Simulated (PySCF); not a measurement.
**Predicted spectroscopic data**

In vacuum, one computed conformer, non-relativistic, equivalent nuclei averaged. GIAO PBE0/pcSseg-1 shieldings; coordinates at the GFN2-xTB level; PySCF 2.14.

Referencing at the same level of theory: TMS for 1H and 13C. Splittings of carbon signals by F and P are missing where no couplings were computed. Where no couplings were computed, multiplicities follow the n + 1 count of equivalent neighbours, and m marks all less simple cases (inequivalent or close neighbours, rings, F or P nearby). Acid and N–H amide carbonyl carbons lie up to 10 ppm further downfield in solution (hydrogen bonding). Shifts are as computed. Against solution values, carbons near 30 ppm lie about +3 ppm off and those near 130 ppm about +5 ppm (rms about the fit 2.1 ppm; single classes can miss by 10 ppm). Of 1328 compounds with measured shifts, 309 miss one by over three times the rms of a fit or turn the order of signals round; such compounds aren't used in these exercises. Signals without a measured value on file couldn't be tested in this way; 1H shifts scatter by 0.2 ppm about their fit, and single ones miss by 0.5 ppm. Groups on amide-type nitrogens are kept apart (slow C–N rotation). OH and NH positions are gas-phase values without hydrogen bonding to other molecules.

Compound 1 (C5H6FNO). 1H NMR (400 MHz, computed): δ 5.07 (m, 1H), 3.03 (m, 1H), 1.79 (m, 1H), 1.43 (d, 3H). 13C{1H} NMR (computed): δ 124.8, 90.1, 57.9, 28.8, 17.9. Structure: SMILES F[C@H]1[C@H]([C@@H](C)C#N)O1.

Compound 2 (C5H7NO2). 1H NMR (400 MHz, computed): δ 6.63 (m, 1H), 6.61 (br, 1H), 6.57 (d, 1H), 5.09 (d, 1H), 5.03 (m, 1H), 4.73 (br, 1H), 4.68 (m, 1H). 13C{1H} NMR (computed): δ 164.8, 157.3, 154.7, 111.7, 99.7. Structure: `InChI=1S/C5H7NO2/c1-2-8-4-3-5(6)7/h2-4H,1H2,(H2,6,7)/b4-3-`.
